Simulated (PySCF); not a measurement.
A database entry of computed molecular properties. Lists by class give the value and the number of equivalent atoms.

```json
{
 "formula": "C6H11NSi2",
 "smiles": "[SiH3]N([SiH3])c1ccccc1",
 "charge": 0,
 "multiplicity": 1,
 "geometry_level": "PBE0-D3(BJ)/def2-SVP",
 "atoms_angstrom": [
  ["Si", -2.342, -1.527, 0.321],
  ["N", -1.478, -0.062, -0.148],
  ["Si", -2.337, 1.332, -0.805],
  ["C", -0.076, -0.008, -0.004],
  ["C", 0.596, -0.862, 0.887],
  ["C", 1.98, -0.81, 1.021],
  ["C", 2.733, 0.1, 0.282],
  ["C", 2.077, 0.956, -0.601],
  ["C", 0.695, 0.901, -0.748],
  ["H", -3.721, -1.413, -0.232],
  ["H", -1.651, -2.722, -0.245],
  ["H", -2.432, -1.697, 1.804],
  ["H", -3.787, 1.111, -0.545],
  ["H", -1.871, 2.577, -0.127],
  ["H", -2.133, 1.497, -2.278],
  ["H", 0.03, -1.568, 1.502],
  ["H", 2.473, -1.487, 1.723],
  ["H", 3.818, 0.141, 0.392],
  ["H", 2.648, 1.674, -1.195],
  ["H", 0.212, 1.565, -1.469]
 ],
 "electronic_structure_code": "PySCF",
 "results": {
  "PBE0-D3(BJ)/def2-SVP geometry optimisation, gas phase": {
   "point_group": "C2",
   "rotational_constants_GHz": [2.012, 0.837, 0.61]
  },
  "wB97X-D/def2-SVPD ground state, ΔSCF and vertical TDDFT (core frozen in the response)": {
   "dipole_D": 0.04,
   "homo_eV": -8.07,
   "lumo_eV": 1.29,
   "S1_eV": 5.01,
   "strongest_line_of_10_singlets_eV": 6.66,
   "T1_tda_eV": 4.03,
   "polarisability_au": 130.8,
   "vertical_ip_eV": 8.0,
   "r2_bohr2_about_centre_of_nuclear_charge": 1870.4,
   "singlets_eV_and_f": [
    [5.01, 0.025],
    [5.59, 0.207],
    [5.96, 0.0],
    [6.46, 0.068],
    [6.66, 0.513],
    [6.68, 0.063],
    [6.83, 0.088],
    [7.02, 0.108],
    [7.28, 0.032],
    [7.4, 0.032]
   ],
   "triplets_tda_eV": [4.03, 4.26, 4.71, 5.43]
  },
  "PBE/pcSseg-1 ground state and GIAO shieldings, non-relativistic": {
   "shift_vs_computed_TMS_C_by_class_ppm": [
    [152.3, 1],
    [131.6, 2],
    [123.0, 1],
    [120.6, 2]
   ],
   "shift_vs_computed_TMS_H_by_class_ppm": [
    [7.23, 2],
    [6.94, 2],
    [6.91, 1],
    [5.07, 6]
   ],
   "shielding_other_nuclei_by_class_ppm": [
    ["N", 205.5, 1],
    ["Si", 384.8, 2]
   ]
  }
 }
}
```

The polarisability is 19.38 Å³ as a volume (1 au = 0.148185 Å³), or 1.59 au for each of the 82 electrons. S1 lies 4.35 eV below the HOMO–LUMO gap; its leading configuration is HOMO→LUMO, weight 0.81. In wavenumbers S1 is 40400 cm⁻¹ (1 eV = 8065.54 cm⁻¹). With B = h/(8π²I), that is 505.379 GHz u Å² over I, the principal moments of inertia are 251.2, 604.0 and 828.1 u Å² (most abundant isotopes).

Geometry: PBE0-D3(BJ)/def2-SVP; no solvent or vibrations. NMR classes are plain means over equivalent atoms (diastereotopic ones count apart unless rotation or inversion swaps them), as if these changed places fast; in this geometry the members of some classes differ.

Conformer computed: `[SiH3:1][N:2]([SiH3:3])[c:4]1[cH:5][cH:6][cH:7][cH:8][cH:9]1`: Si1–N2–C4–C5 -22°.
